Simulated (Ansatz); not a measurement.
Total energies of Li₂Al₃ from Ansatz at PBE-D4/def2-TZVP, gas phase (1 Eh = 27.2114 eV = 2625.5 kJ/mol). The reference geometry is relaxed at B3LYP-D4/def2-TZVP.

```csv
atom,x (Å),y (Å),z (Å)
Al1,-0.292,-1.121,0.829
Al2,0.497,0.080,-1.184
Al3,-2.133,-0.060,-1.223
Li4,2.348,-0.573,0.770
Li5,-0.420,1.674,0.807
```

```
                 state                       geometry  energy (Eh)
      charge 0 doublet                      reference   -741.88266
      charge 1 singlet                      reference   -741.68095
      charge 0 quartet  relaxed at B3LYP-D4/def2-TZVP   -741.88021
free Al atom (doublet)                              –   -242.22759
free Li atom (doublet)                              –     -7.46192
```

**Question.** Work out the vertical ionisation energy to the singlet.

**Answer.** E(charge 1 singlet) − E(charge 0 doublet) = -741.68095 − (-741.88266) = 0.20171 Eh = 5.49 eV. For comparison, −ε of the highest occupied level of the spin that leaves is 3.41 eV at this level, 2.08 eV less.

**Question.** Which of the charge 0 states is lowest, and how far above it are the others?

**Answer.** The doublet, but by less than the method's error, so the order isn't settled. quartet: -741.88021 − (-741.88266) = 0.00245 Eh = 6.4 kJ/mol. The quartet differs in its bonds from the reference.

**Question.** What is the binding energy per atom against free atoms?

**Answer.** Atoms: 3 × (-242.22759) + 2 × (-7.46192) = -741.60661 Eh. Binding: -741.60661 − (-741.88266) = 0.27605 Eh = 7.51 eV, or 1.50 eV for each of 5 atoms (no zero-point energy, no counterpoise term).

The restricted singlet is unstable towards broken spin symmetry in Hartree–Fock (as tested in another run); at PBE-D4/def2-TZVP this wasn't settled. 

The structure comes from a short search, and lower isomers may exist.
